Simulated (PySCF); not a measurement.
# Excitation energy of N⁺ by level of theory

N⁺ [He] 2s2 2p2 (3P) → N⁺ [He] 2s1 2p2 3s1 (5P), as a difference of total energies. Calculation: PySCF 2.14, in aug-cc-pVQZ (6s5p4d3f2g, 80 functions); the non-relativistic Hamiltonian (point nucleus). Correlated levels: valence: 1s2 frozen. The calculations carry no spin-orbit coupling.

```csv
method,excitation energy (eV)
UHF,23.346
MP2 (valence),24.969
SCS-MP2 (valence),25.396
CCSD (valence),25.355
CCSD(T) (valence),25.400
```

**Question.** How much does correlation contribute at CCSD(T) (valence)?

**Answer.** 25.400 − (23.346) = 2.054 eV, measured against UHF.

The promoted electron is Rydberg-like, and one or two diffuse shells describe it only roughly, which tends to raise the upper state.
